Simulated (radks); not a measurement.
P3+, 12 electrons, occupied as [Ne] 3s1 4s1 (not the ground configuration). All-electron calculation, scalar-relativistic Kohn-Sham, exchange-only LDA, spin-polarised, spherical densities, finite nucleus; open shells are filled with parallel spins first; Fermi nuclear charge, rms radius 3.1889 fm. Program: a radial shooting solver on a logarithmic mesh with Libxc functionals.

Normalised radial functions P(r) = r R(r), r in bohr:

```
   r/bohr * 1s down (the largest magnitude, 2.78, reaches the edge; | marks zero)
 0.003336 |      *
 0.004309 |        *
 0.005566 |           *
 0.007247 |              *
 0.009362 |                 *
  0.01209 |                      *
  0.01562 |                           *
  0.02018 |                                *
  0.02628 |                                       *
  0.03394 |                                             *
  0.04384 |                                                  *
  0.05664 |                                                     *
  0.07316 |                                                      *
   0.0945 |                                                   *
   0.1231 |                                            *
    0.159 |                                 *
   0.2053 |                      *
   0.2652 |            *
   0.3426 |     *
   0.4461 | *
   0.5763 *
   0.7444 *
   0.9616 *
    1.242 *
    1.617 *
    2.089 *
    2.699 *
    3.486 *
    4.504 *
    5.864 *
    7.575 *
    9.785 *
```

1s down: eigenvalue -2122.1 eV, 0 radial nodes, <r> = 0.104 bohr, 90 % of the charge inside 0.186 bohr.
